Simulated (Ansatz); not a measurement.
A nudged elastic band was laid between two geometries of C2H10OSi3 (16 atoms, charge 0, multiplicity 1).

Theory: RKS PBE0-D4/STO-3G (Ansatz).

```
movable images  : 5
climbing image  : yes
spring          : 5.0 eV/Å²
optimiser       : quadratic models (default)
start path      : through a guess of the saddle point
force threshold : 0.05 eV/Å
iteration limit : 60
end points      : relaxed
```

First end point:

```xyz
16
Properties=species:S:1:pos:R:3
Si 0.579 -1.135 2.339
Si 0.922 0.364 0.689
O 1.383 -0.386 -0.818
C 0.180 -0.651 -1.594
C -0.771 0.590 -1.757
Si -0.904 1.421 -0.070
H 1.762 -1.916 2.612
H 0.207 -0.459 3.560
H -0.489 -2.048 2.007
H 2.037 1.217 1.044
H 0.521 -0.994 -2.591
H -0.415 -1.486 -1.156
H -1.736 0.252 -2.154
H -0.336 1.279 -2.490
H -2.140 1.070 0.592
H -0.825 2.859 -0.168
```

Last end point:

```xyz
16
Properties=species:S:1:pos:R:3
Si 0.640 -1.177 2.252
Si 0.817 0.395 0.657
O 1.091 -0.412 -0.974
C -0.106 -0.691 -1.939
C -0.862 0.656 -1.903
Si -0.979 1.436 -0.155
H 1.819 -2.010 2.279
H 0.493 -0.558 3.548
H -0.506 -2.021 2.013
H 2.008 1.195 0.858
H 1.582 -1.292 -0.911
H -0.738 -1.360 -1.284
H -1.873 0.485 -2.299
H -0.388 1.401 -2.560
H -2.173 1.056 0.564
H -0.848 2.875 -0.100
```

Which bonds break or form, and what moves?

Bonds broken: C4–H11. Bonds formed: O3–H11.

Give the energies along the band, and the barrier.

It converged. The highest image is number 4 of 0 to 6, 4.69 eV above the first end and 0.57 eV above the last; the last end lies 4.12 eV above the first. Neighbouring images differ by up to 2.2 eV, so the band resolves the path poorly. A vibrational analysis at the climbing image gives one clearly imaginary mode, 1359i cm⁻¹: a first-order saddle point. The orbitals stay closed-shell, which can raise the energy where a bond breaks towards radicals; this wasn't checked here. Limits of this set-up: minimal basis.

| image | path coordinate (Å) | energy (eV) | C4–H11 (Å) | O3–H11 (Å) |
| --- | --- | --- | --- | --- |
| 0 | 0.00 | 0.00 | 1.11 | 2.06 |
| 1 | 0.49 | 0.04 | 1.11 | 2.04 |
| 2 | 0.99 | 0.84 | 1.11 | 1.80 |
| 3 | 1.48 | 3.08 | 1.19 | 1.44 |
| 4 | 1.97 | 4.69 | 1.53 | 1.09 |
| 5 | 2.39 | 4.26 | 1.90 | 1.01 |
| 6 | 2.82 | 4.12 | 2.07 | 1.01 |

What is the geometry of the highest image?


```xyz
16
Properties=species:S:1:pos:R:3
Si 0.628 -1.193 2.268
Si 0.864 0.398 0.699
O 1.182 -0.305 -0.940
C -0.050 -0.679 -1.772
C -0.877 0.617 -1.892
Si -0.930 1.433 -0.162
H 1.812 -2.015 2.355
H 0.414 -0.580 3.557
H -0.498 -2.047 1.981
H 1.999 1.245 1.008
H 1.350 -1.226 -1.490
H -0.646 -1.337 -1.090
H -1.893 0.381 -2.233
H -0.443 1.322 -2.616
H -2.148 1.094 0.535
H -0.787 2.871 -0.164
```

The band took 11 iterations and about 2.8 core-minutes.

Time of the run: 2.9 min on 1 thread of Intel(R) Xeon(R) 6975P-C (Granite Rapids), with other jobs on the host, peak memory 0.16 GiB.
